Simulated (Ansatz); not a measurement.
Consider the substitution at a C–Si bond: `C[SiH2]O[SiH2]N` + `C[S][Ge][OH]` → `C[O][Ge][S]C` + `N[SiH2]O[SiH3]`.

Program: Ansatz. Geometries: PBE0-D4/def2-TZVP. ΔE: electronic, gas phase. CCSD(T)/CBS adds triple-zeta CCSD(T) − MP2 to the extrapolated MP2 energy (def2 sets, frozen cores). For Ge outer-core shells are correlated without core-valence functions, which leaves a few kJ/mol of doubt a bond. Scalar relativity is left out up to krypton. Each species was taken in one conformer, which may not be the lowest.

```csv
species,HF/CBS(def2) energy (Eh)
`C[SiH2]O[SiH2]N`,-750.56511
`C[S][Ge][OH]`,-2588.13523
`C[O][Ge][S]C`,-2627.16600
`N[SiH2]O[SiH3]`,-711.49763
```

Task: Work out ΔE.

Result: ΔE = (-2627.16600) + (-711.49763) − (-750.56511) − (-2588.13523) = 0.03671 Eh = +1.00 eV. CCSD(T)/CBS gives +1.13 eV.

Largest T1 diagnostic among the species: 0.015.

In def2-TZVPP, CCSD(T) changes the Hartree–Fock value by +0.07 eV (the triples alone add −0.00 eV) and MP2 by +0.14 eV. From PBE to PBE0 (25 % exact exchange), in def2-TZVPP and without D4, ΔE moves by +0.03 eV.
